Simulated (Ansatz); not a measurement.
A nudged elastic band was laid between two geometries of GeH₂O (4 atoms, charge 0, multiplicity 1).

Theory: RKS PBE/def2-SVP (Ansatz 0.2.0).

| Item | Value |
| --- | --- |
| movable images | 5 |
| climbing image | yes |
| spring | 5.0 eV/Å² |
| optimiser | quadratic models (default) |
| start path | through a guess of the saddle point |
| force threshold | 0.03 eV/Å |
| iteration limit | 60 |
| end points | relaxed |

Initial state:

```xyz
4
Properties=species:S:1:pos:R:3
O -0.139 -0.675 0.532
Ge 0.516 0.565 -0.623
H 0.562 -1.328 0.726
H -0.883 1.377 -0.655
```

Final state:

```xyz
4
Properties=species:S:1:pos:R:3
O 0.618 -0.821 0.338
Ge 0.616 0.650 -0.724
H -0.241 -0.962 0.780
H -0.937 1.073 -0.414
```

(1) Which bonds break or form, and what moves?

(2) Give the energies along the band, and the barrier.

(3) What is the geometry of the highest image?

(4) What are the harmonic wavenumbers there?

The band took 20 iterations and roughly 2.4 core-minutes.

## Answers

(1) No bond is made or broken. The dihedral H3–O1–Ge2–H4 goes from -180 to 0°.

(2) The forces met the threshold. The highest image is number 3 of 0 to 6, 48.9 kJ/mol above the first end and 47.0 kJ/mol above the last; the last end lies 1.9 kJ/mol above the first. A vibrational analysis at the climbing image gives one clearly imaginary mode, 773i cm⁻¹: a first-order saddle point.

| image | path coordinate (Å) | energy (kJ/mol) | dihedral H3–O1–Ge2–H4 (°) |
| --- | --- | --- | --- |
| 0 | 0.00 | 0.0 | -180 |
| 1 | 0.26 | 10.1 | -154 |
| 2 | 0.51 | 34.3 | -126 |
| 3 | 0.77 | 48.9 | -93 |
| 4 | 1.05 | 32.3 | -53 |
| 5 | 1.34 | 9.5 | -17 |
| 6 | 1.62 | 1.9 | 0 |

(3) 
```xyz
4
Properties=species:S:1:pos:R:3
O 0.059 -0.908 0.200
Ge 0.439 0.491 -0.873
H 0.386 -1.090 1.095
H -0.829 1.446 -0.442
```

(4) 773i, 389, 673, 751, 1724, 3803 cm⁻¹.

The run took 2.4 min on 1 thread of Intel(R) Xeon(R) Processor @ 2.50GHz (Skylake/Cascade Lake) (shared host), peak memory 0.1 GiB.
